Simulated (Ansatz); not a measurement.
Program: Ansatz 0.2.0.

A structure relaxed at PBE0-D4/def2-TZVP, charge 0, multiplicity 1:

```
atom   x (Å)   y (Å)   z (Å)
 Si1  -0.261   0.080  -1.644
  C2  -0.518   0.258   0.182
  C3   0.658   0.539   1.083
  C4   0.006  -0.800   1.121
  H5  -1.319  -0.762  -2.267
  H6  -0.260   1.403  -2.328
  H7   1.060  -0.572  -1.867
  H8  -1.452   0.721   0.488
  H9   1.642   0.614   0.633
 H10   0.500   1.209   1.919
 H11   0.543  -1.641   0.697
 H12  -0.600  -1.049   1.983
```

Problem. Give its formula and SMILES.

Solution. C3H8Si, `[SiH3]C1CC1`.

Problem. Point group (tolerance 0.08 Å, 0.16 Å for H)?

Solution. Cs.

Problem. Summarise the bond lengths by kind.

Solution. 1 × C–Si 1.853 Å; 3 × H–Si 1.489 to 1.490 Å; 3 × C–C 1.490 to 1.509 Å; 5 × C–H 1.083 to 1.086 Å.
